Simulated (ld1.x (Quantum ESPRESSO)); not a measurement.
## Which change was made? (La, TM)

```json
{
  "Element": "lanthanum (La)",
  "Generator": "ld1.x (Quantum ESPRESSO) 7.5",
  "Type": "norm-conserving Troullier–Martins (Kleinman–Bylander form)",
  "Functional": "LDA (PZ)",
  "Relativity": "scalar-relativistic",
  "Frozen core": "[Xe]",
  "Valence charge": "3",
  "Reference configuration": "4f1 5d0 6s2 6p0",
  "Partial waves": "6s (bound): rc 3.40 bohr; 6p (bound, empty): rc 4.20 bohr; 4f (bound): rc 2.00 bohr; 5d (bound, empty): rc 2.55 bohr",
  "Local potential": "the d channel",
  "Core correction": "none"
}
```

Cutoffs, loose and tight: the cutoffs (Ry, on a coarse ladder) from which the occupation-weighted sum of valence levels, in a spherical-Bessel basis at the reference potential, stays within 10 and 1 mRy of its value at 400 Ry. They do not see the model core or the augmentation charge, which bear on the density cutoff. Test errors are all-electron minus pseudo excitation energies from the reference, over the configurations 4f0 5d1 6s2 6p0; 4f0 5d1 6s1 6p0; 4f0 5d1 6s0 6p0; 4f0 5d2 6s0 6p0; 4f1 5d1 6s0 6p0; 4f0 5d1 6s1.5 6p0; 4f0 5d0 6s2 6p1 (two spin-polarised tests are not counted in the largest error); variants that change the core or the reference have their own tests. The largest error is taken over the tests solved by every variant that gives reliable tests at all, those not shown here included: 4f0 5d1 6s0 6p0; 4f0 5d1 6s2 6p0; 4f0 5d2 6s0 6p0; 4f1 5d1 6s0 6p0.

The base gives: outcome: generated; cutoff, loose: 90 Ry; cutoff, tight: 100 Ry; bound ghosts: s, p; largest test error (meV): +1354.

(1) After one change the result is: outcome: generated; cutoff, loose: 55 Ry; cutoff, tight: 70 Ry; bound ghosts: s, p; largest test error (meV): +1499. Which change was it?
A. all radii scaled by about 0.84 (s 2.84, p 3.52, d 2.14, f 1.68 bohr)
B. all radii scaled by about 1.10 (s 3.72, p 4.60, d 2.80, f 2.20 bohr)
C. all radii scaled by about 1.26 (s 4.28, p 5.28, d 3.20, f 2.52 bohr)
D. all radii scaled by about 1.40 (s 4.74, p 5.86, d 3.56, f 2.80 bohr)

Answers

(1) C. The others give: all radii scaled by about 0.84 (s 2.84, p 3.52, d 2.14, f 1.68 bohr) → outcome: generated; cutoff, loose: 110 Ry; cutoff, tight: 140 Ry; bound ghosts: s, p; largest test error (meV): +1153 | all radii scaled by about 1.10 (s 3.72, p 4.60, d 2.80, f 2.20 bohr) → outcome: generated; cutoff, loose: 70 Ry; cutoff, tight: 90 Ry; bound ghosts: s, p; largest test error (meV): +1430 | all radii scaled by about 1.40 (s 4.74, p 5.86, d 3.56, f 2.80 bohr) → outcome: generated; cutoff, loose: 45 Ry; cutoff, tight: 55 Ry; bound ghosts: s; largest test error (meV): +1498.
